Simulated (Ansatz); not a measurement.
Geometry optimisation, RKS r2SCAN/6-31G in Ansatz 0.2.0.

Input:

```yaml
crystal:
  periodic: [false, false, false]
  atoms:
    - { symbol: Si, position_ang: [-1.1905, -1.806, -0.9492] }
    - { symbol: C, position_ang: [-0.7797, -0.8498, 0.5644] }
    - { symbol: Si, position_ang: [0.8885, -0.1711, 0.4251] }
    - { symbol: S, position_ang: [2.4764, -1.7077, 0.3529] }
    - { symbol: S, position_ang: [1.2427, 1.1533, -1.208] }
    - { symbol: Si, position_ang: [0.2943, 2.8652, -0.2981] }
    - { symbol: H, position_ang: [-0.3126, -2.9068, -1.2214] }
    - { symbol: H, position_ang: [-2.5626, -2.3032, -0.7803] }
    - { symbol: H, position_ang: [-1.306, -0.8484, -2.0982] }
    - { symbol: H, position_ang: [-1.4952, -0.0417, 0.769] }
    - { symbol: H, position_ang: [-0.8593, -1.515, 1.4513] }
    - { symbol: H, position_ang: [1.2393, 0.5656, 1.7099] }
    - { symbol: H, position_ang: [2.1444, -2.1816, 1.5698] }
    - { symbol: H, position_ang: [1.0105, 3.2574, 0.9414] }
    - { symbol: H, position_ang: [0.2781, 3.9541, -1.2632] }
    - { symbol: H, position_ang: [-1.0911, 2.5133, 0.0787] }
basis:
  gaussian: { orbitals: "6-31G" }
hamiltonian:
  xc: r2scan
relax:
  f_tol: 0.02
  max_steps: 50
output:
  orbitals: {}
```

Command:

```bash
$ ansatz run input.yaml --threads 2 --pin off --max-ram 3072MiB --backend cpu --events-out ev --progress --plain --runs-dir out
```

Task: Where does it end, and by what steps?

Result: It converged. The force dipped under the threshold on the way, but the program's further checks kept it going. Limits of this set-up: no polarisation functions. After 47 steps the energy has fallen by 0.745 eV; H13 moved furthest, 1.84 Å.

```json
{"step": "0", "energy less start (eV)": "0.0000", "largest force component (eV/Å)": "2.117", "accepted": "yes"}
{"step": "2", "energy less start (eV)": "-0.6050", "largest force component (eV/Å)": "0.218", "accepted": "yes"}
{"step": "4", "energy less start (eV)": "-0.6242", "largest force component (eV/Å)": "0.093", "accepted": "yes"}
{"step": "6", "energy less start (eV)": "-0.6264", "largest force component (eV/Å)": "0.341", "accepted": "yes"}
{"step": "8", "energy less start (eV)": "-0.6374", "largest force component (eV/Å)": "0.037", "accepted": "yes"}
{"step": "10", "energy less start (eV)": "-0.6282", "largest force component (eV/Å)": "0.632", "accepted": "no"}
{"step": "12", "energy less start (eV)": "-0.6432", "largest force component (eV/Å)": "0.033", "accepted": "yes"}
{"step": "14", "energy less start (eV)": "-0.6460", "largest force component (eV/Å)": "0.194", "accepted": "yes"}
{"step": "16", "energy less start (eV)": "-0.6559", "largest force component (eV/Å)": "0.045", "accepted": "yes"}
{"step": "18", "energy less start (eV)": "-0.6673", "largest force component (eV/Å)": "0.167", "accepted": "yes"}
{"step": "20", "energy less start (eV)": "-0.6758", "largest force component (eV/Å)": "0.052", "accepted": "yes"}
{"step": "22", "energy less start (eV)": "-0.6913", "largest force component (eV/Å)": "0.284", "accepted": "yes"}
{"step": "24", "energy less start (eV)": "-0.6767", "largest force component (eV/Å)": "0.341", "accepted": "no"}
{"step": "26", "energy less start (eV)": "-0.7141", "largest force component (eV/Å)": "0.076", "accepted": "yes"}
{"step": "28", "energy less start (eV)": "-0.7199", "largest force component (eV/Å)": "0.041", "accepted": "yes"}
{"step": "30", "energy less start (eV)": "-0.7231", "largest force component (eV/Å)": "0.081", "accepted": "yes"}
{"step": "32", "energy less start (eV)": "-0.7268", "largest force component (eV/Å)": "0.048", "accepted": "yes"}
{"step": "34", "energy less start (eV)": "-0.7294", "largest force component (eV/Å)": "0.099", "accepted": "yes"}
{"step": "36", "energy less start (eV)": "-0.7374", "largest force component (eV/Å)": "0.093", "accepted": "yes"}
{"step": "38", "energy less start (eV)": "-0.7410", "largest force component (eV/Å)": "0.135", "accepted": "yes"}
{"step": "40", "energy less start (eV)": "-0.7420", "largest force component (eV/Å)": "0.062", "accepted": "no"}
{"step": "42", "energy less start (eV)": "-0.7441", "largest force component (eV/Å)": "0.007", "accepted": "yes"}
{"step": "44", "energy less start (eV)": "-0.7444", "largest force component (eV/Å)": "0.024", "accepted": "yes"}
{"step": "46", "energy less start (eV)": "-0.7446", "largest force component (eV/Å)": "0.005", "accepted": "yes"}
{"step": "47", "energy less start (eV)": "-0.7446", "largest force component (eV/Å)": "0.012", "accepted": "yes"}
```

```xyz
16
Properties=species:S:1:pos:R:3
Si -1.234 -1.524 -0.829
C -0.739 -0.779 0.872
Si 1.082 -0.241 1.011
S 2.474 -1.986 1.006
S 1.646 1.078 -0.725
Si 0.143 2.745 -0.580
H -0.150 -2.438 -1.333
H -2.501 -2.319 -0.681
H -1.456 -0.433 -1.836
H -1.387 0.084 1.083
H -0.925 -1.525 1.659
H 1.377 0.445 2.314
H 2.154 -2.469 -0.245
H 0.156 3.328 0.805
H 0.578 3.759 -1.589
H -1.242 2.251 -0.890
```

Time of the run: 6.7 min on 2 threads of Arm Neoverse V1 (shared host), peak memory 0.21 GiB.
